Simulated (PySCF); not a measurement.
# J couplings in C$_{3}$H$_{5}$FSe

Geometry:
```
atom   x (Å)   y (Å)   z (Å)
  F1  -1.820   0.914  -1.083
  C2  -0.753   0.853  -0.252
  C3  -0.388  -0.553   0.207
  C4   1.137  -0.455   0.107
 Se5   1.028   1.115  -1.086
  H6  -0.905   1.584   0.558
  H7  -0.788  -0.846   1.191
  H8  -0.779  -1.249  -0.549
  H9   1.626  -0.183   1.052
 H10   1.649  -1.321  -0.335
```

Method: B3LYP/pcJ-1 (pcSseg-1 on Se) (spin–dipole term only in couplings to heteroatoms)//PBE0-D3(BJ)/def2-SVP, PySCF 2.14.0 with density-fitted response routines; isolated molecule, single conformer, non-relativistic. Couplings are averaged over pairs made equivalent by symmetry, fast rotation or ring inversion, so a value needn't be that of the named pair in this geometry, while other rotamers aren't included; one pair stands for each set, and the list holds a selection of those of at least 0.8 Hz over up to four bonds. One-bond C–F couplings come out tens of Hz too large with common functionals.

Isotopes: ¹⁹F, ¹³C, ¹H.

| pair | bonds | J (Hz) |
| --- | --- | --- |
| F1, C2 | 1 | -328.3 |
| C2, C3 | 1 | ? |
| C2, H6 | 1 | 180.8 |
| C3, C4 | 1 | ? |
| C3, H7 | 1 | ? |
| C3, H8 | 1 | ? |
| C4, H9 | 1 | 156.1 |
| C4, H10 | 1 | 158.8 |
| F1, C3 | 2 | 18.1 |
| F1, H6 | 2 | 68.1 |
| C2, H7 | 2 | -1.5 |
| C3, H6 | 2 | 1.8 |
| C3, H9 | 2 | -2.1 |
| C4, H8 | 2 | -5.5 |
| H7, H8 | 2 | -13.4 |
| F1, C4 | 3 | ? |
| F1, H7 | 3 | ? |
| F1, H8 | 3 | 26.5 |
| C2, H10 | 3 | 12.0 |
| H6, H8 | 3 | 8.4 |
| H7, H9 | 3 | ? |
| H7, H10 | 3 | 1.9 |
| H8, H9 | 3 | 11.9 |
| H8, H10 | 3 | 12.8 |
| F1, H9 | 4 | 7.2 |
| F1, H10 | 4 | ? |

Estimate the withheld couplings, with signs.

Results:


- ¹J(C2,C3) = 37.5 Hz (bond length 1.523 Å)
- ¹J(C3,C4) = 34.0 Hz (bond length 1.531 Å)
- ¹J(C3,H7) = 139.4 Hz (bond length 1.102 Å, sp3 carbon)
- ¹J(C3,H8) = 139.7 Hz (bond length 1.100 Å, sp3 carbon)
- ³J(F1,C4) = 10.5 Hz
- ³J(F1,H7) = 1.4 Hz (dihedral angle 97°)
- ³J(H7,H9) = 8.7 Hz (dihedral angle 29°)
- ⁴J(F1,H10) = -2.6 Hz

Relativistic effects of the heavier atoms present are left out.
